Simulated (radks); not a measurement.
Coulomb parameter of the 4f shell of the gadolinium ion Gd+ in the model configuration [Xe] 4f6 5d1 6s1 6p1, as a second difference U = [E(n + 0.5) + E(n - 0.5) - 2 E(n)] / (0.5)^2 with all orbitals relaxed. "Bare": the charge of the atom changes with n. "Screened": the 6p shell takes up the change at fixed total charge, which measures U(4f,4f) + U(6p,6p) - 2 U(4f,6p). Calculated with a radial shooting solver on a logarithmic mesh with Libxc functionals: scalar-relativistic Kohn-Sham, LDA (Slater exchange, Perdew-Wang correlation), spin-unpolarised, spherical densities, finite nucleus; Fermi nuclear charge, rms radius 5.1569 fm.

case                      configuration  E - E(n) (eV)
start              [Xe] 4f6 5d1 6s1 6p1          0.000
bare +0.5        [Xe] 4f6.5 5d1 6s1 6p1        -10.830
bare -0.5        [Xe] 4f5.5 5d1 6s1 6p1         15.149
screened +0.5  [Xe] 4f6.5 5d1 6s1 6p0.5         -8.059
screened -0.5  [Xe] 4f5.5 5d1 6s1 6p1.5         10.496

U(bare) = 17.277 eV, U(screened by 6p) = 9.750 eV, against the Slater integral F0(4f,4f) = 31.104 eV with frozen orbitals.
